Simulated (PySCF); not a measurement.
C₃H₁₂Si₃, SMILES C=CC([SiH3])([SiH3])[SiH3].

The structure is a stationary point at PBE0-D3(BJ)/def2-SVP. This is a generated structure with no PubChem entry under its InChIKey; it may be hypothetical. The values are those of a single conformer.

Method: PySCF 2.14.0 with PBE0-D3(BJ)/def2-SVP.

Frequencies are harmonic and unscaled.

```json
[
 {"mode": "1", "ν (cm⁻¹)": "52", "IR (km/mol)": "0.0", "moving atoms (share of kinetic energy)": "C 40 %, H 37 %, Si 23 %"},
 {"mode": "2", "ν (cm⁻¹)": "86", "IR (km/mol)": "0.0", "moving atoms (share of kinetic energy)": "H 95 %"},
 {"mode": "3", "ν (cm⁻¹)": "153", "IR (km/mol)": "0.0", "moving atoms (share of kinetic energy)": "Si 65 %, H 22 %, C 13 %"},
 {"mode": "4", "ν (cm⁻¹)": "160", "IR (km/mol)": "0.0", "moving atoms (share of kinetic energy)": "H 96 %"},
 {"mode": "5", "ν (cm⁻¹)": "161", "IR (km/mol)": "0.1", "moving atoms (share of kinetic energy)": "Si 66 %, H 24 %, C 10 %"},
 {"mode": "6", "ν (cm⁻¹)": "191", "IR (km/mol)": "0.0", "moving atoms (share of kinetic energy)": "H 97 %"},
 {"mode": "7", "ν (cm⁻¹)": "197", "IR (km/mol)": "0.9", "moving atoms (share of kinetic energy)": "Si 43 %, C 30 %, H 27 %"},
 {"mode": "8", "ν (cm⁻¹)": "206", "IR (km/mol)": "0.0", "moving atoms (share of kinetic energy)": "Si 38 %, C 37 %, H 25 %"},
 {"mode": "9", "ν (cm⁻¹)": "223", "IR (km/mol)": "0.1", "moving atoms (share of kinetic energy)": "H 48 %, C 28 %, Si 24 %"},
 {"mode": "10", "ν (cm⁻¹)": "400", "IR (km/mol)": "4.4", "moving atoms (share of kinetic energy)": "Si 48 %, C 33 %, H 18 %"},
 {"mode": "11", "ν (cm⁻¹)": "481", "IR (km/mol)": "3.1", "moving atoms (share of kinetic energy)": "C 35 %, H 33 %, Si 32 %"},
 {"mode": "12", "ν (cm⁻¹)": "573", "IR (km/mol)": "1.1", "moving atoms (share of kinetic energy)": "H 67 %, Si 24 %, C 9 %"},
 {"mode": "13", "ν (cm⁻¹)": "580", "IR (km/mol)": "0.1", "moving atoms (share of kinetic energy)": "H 74 %, Si 20 %"},
 {"mode": "14", "ν (cm⁻¹)": "587", "IR (km/mol)": "0.8", "moving atoms (share of kinetic energy)": "H 89 %, Si 10 %"},
 {"mode": "15", "ν (cm⁻¹)": "611", "IR (km/mol)": "30.9", "moving atoms (share of kinetic energy)": "H 71 %, C 19 %, Si 10 %"},
 {"mode": "16", "ν (cm⁻¹)": "663", "IR (km/mol)": "2.9", "moving atoms (share of kinetic energy)": "H 83 %, Si 14 %"},
 {"mode": "17", "ν (cm⁻¹)": "682", "IR (km/mol)": "29.6", "moving atoms (share of kinetic energy)": "H 76 %, C 14 %, Si 11 %"},
 {"mode": "18", "ν (cm⁻¹)": "685", "IR (km/mol)": "32.9", "moving atoms (share of kinetic energy)": "H 71 %, C 18 %, Si 11 %"},
 {"mode": "19", "ν (cm⁻¹)": "888", "IR (km/mol)": "122.7", "moving atoms (share of kinetic energy)": "C 61 %, H 29 %, Si 10 %"},
 {"mode": "20", "ν (cm⁻¹)": "901", "IR (km/mol)": "293.6", "moving atoms (share of kinetic energy)": "H 93 %"},
 {"mode": "21", "ν (cm⁻¹)": "902", "IR (km/mol)": "128.1", "moving atoms (share of kinetic energy)": "H 83 %, C 15 %"},
 {"mode": "22", "ν (cm⁻¹)": "904", "IR (km/mol)": "217.6", "moving atoms (share of kinetic energy)": "H 47 %, C 40 %, Si 12 %"},
 {"mode": "23", "ν (cm⁻¹)": "928", "IR (km/mol)": "70.2", "moving atoms (share of kinetic energy)": "H 76 %, C 23 %"},
 {"mode": "24", "ν (cm⁻¹)": "933", "IR (km/mol)": "30.8", "moving atoms (share of kinetic energy)": "H 83 %, C 14 %"},
 {"mode": "25", "ν (cm⁻¹)": "941", "IR (km/mol)": "24.2", "moving atoms (share of kinetic energy)": "H 97 %"},
 {"mode": "26", "ν (cm⁻¹)": "941", "IR (km/mol)": "2.3", "moving atoms (share of kinetic energy)": "H 94 %"},
 {"mode": "27", "ν (cm⁻¹)": "943", "IR (km/mol)": "50.8", "moving atoms (share of kinetic energy)": "H 96 %"},
 {"mode": "28", "ν (cm⁻¹)": "947", "IR (km/mol)": "37.8", "moving atoms (share of kinetic energy)": "H 92 %"},
 {"mode": "29", "ν (cm⁻¹)": "947", "IR (km/mol)": "150.3", "moving atoms (share of kinetic energy)": "H 94 %"},
 {"mode": "30", "ν (cm⁻¹)": "950", "IR (km/mol)": "21.1", "moving atoms (share of kinetic energy)": "H 91 %"},
 {"mode": "31", "ν (cm⁻¹)": "1008", "IR (km/mol)": "27.9", "moving atoms (share of kinetic energy)": "C 57 %, H 41 %"},
 {"mode": "32", "ν (cm⁻¹)": "1031", "IR (km/mol)": "13.4", "moving atoms (share of kinetic energy)": "H 88 %, C 12 %"},
 {"mode": "33", "ν (cm⁻¹)": "1149", "IR (km/mol)": "51.5", "moving atoms (share of kinetic energy)": "C 69 %, H 30 %"},
 {"mode": "34", "ν (cm⁻¹)": "1325", "IR (km/mol)": "2.0", "moving atoms (share of kinetic energy)": "H 83 %, C 17 %"},
 {"mode": "35", "ν (cm⁻¹)": "1426", "IR (km/mol)": "2.1", "moving atoms (share of kinetic energy)": "H 84 %, C 16 %"},
 {"mode": "36", "ν (cm⁻¹)": "1709", "IR (km/mol)": "29.0", "moving atoms (share of kinetic energy)": "C 87 %, H 13 %"},
 {"mode": "37", "ν (cm⁻¹)": "2220", "IR (km/mol)": "37.1", "moving atoms (share of kinetic energy)": "H 98 %"},
 {"mode": "38", "ν (cm⁻¹)": "2223", "IR (km/mol)": "149.5", "moving atoms (share of kinetic energy)": "H 99 %"},
 {"mode": "39", "ν (cm⁻¹)": "2228", "IR (km/mol)": "0.3", "moving atoms (share of kinetic energy)": "H 96 %"},
 {"mode": "40", "ν (cm⁻¹)": "2229", "IR (km/mol)": "26.9", "moving atoms (share of kinetic energy)": "H 97 %"},
 {"mode": "41", "ν (cm⁻¹)": "2230", "IR (km/mol)": "31.3", "moving atoms (share of kinetic energy)": "H 96 %"},
 {"mode": "42", "ν (cm⁻¹)": "2233", "IR (km/mol)": "39.8", "moving atoms (share of kinetic energy)": "H 96 %"},
 {"mode": "43", "ν (cm⁻¹)": "2237", "IR (km/mol)": "181.7", "moving atoms (share of kinetic energy)": "H 96 %"},
 {"mode": "44", "ν (cm⁻¹)": "2237", "IR (km/mol)": "51.7", "moving atoms (share of kinetic energy)": "H 97 %"},
 {"mode": "45", "ν (cm⁻¹)": "2242", "IR (km/mol)": "225.4", "moving atoms (share of kinetic energy)": "H 96 %"},
 {"mode": "46", "ν (cm⁻¹)": "3125", "IR (km/mol)": "9.3", "moving atoms (share of kinetic energy)": "H 92 %"},
 {"mode": "47", "ν (cm⁻¹)": "3164", "IR (km/mol)": "1.2", "moving atoms (share of kinetic energy)": "H 94 %"},
 {"mode": "48", "ν (cm⁻¹)": "3263", "IR (km/mol)": "5.6", "moving atoms (share of kinetic energy)": "H 89 %, C 11 %"}
]
```
